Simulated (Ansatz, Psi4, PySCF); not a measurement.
sodium chloride (ClNa), singlet, at a GFN2-xTB geometry (such geometries of metal compounds can be far from the true shape). Base run: B3LYP/def2-SVP run with PySCF.

Here is a job for PySCF.
```python
from pyscf import gto, scf, dft

mol = gto.M(
    atom='''
Na   -0.000000   -0.000000   -1.363281
Cl    0.000000    0.000000    0.882123
''',
    basis='def2-svp',
    charge=0,
    spin=0,
    verbose=4,
)

mf = dft.RKS(mol)
mf.xc = 'b3lyp'
mf.kernel()
```

The same geometry, method and basis name were run in Ansatz (a first-principles code) and Psi4 and PySCF, at each program's defaults and at the settings that a row names. The base is PySCF at its defaults. Differences at the defaults can come from grids, fitting, cores and function types together.

```
code and settings                                                                             ΔE vs base (mEh)  basis functions      E (Eh)  SCF cycles  dipole (D)
--------------------------------------------------------------------------------------------  ----------------  ---------------  ----------  ----------  ----------
PySCF, defaults (exact integrals, its default grid, spherical functions)                                 0.000               33  -622.38056           8        7.62
Psi4, defaults (density fitting with its default set, its default grid, spherical functions)             0.001               33  -622.38056           7        7.62
Ansatz, defaults (factorised integrals, its default grid, spherical functions)                           0.004               33  -622.38056           -           -
PySCF, density fitting with def2-universal-jkfit                                                        -0.011               33  -622.38057           8        7.62
PySCF, fine grid                                                                                         0.003               33  -622.38056           8        7.62
Psi4, exact integrals, spherical functions, fine grid                                                    0.003               33  -622.38056           9        7.62
Ansatz, high accuracy                                                                                    0.003               33  -622.38056           -           -
```
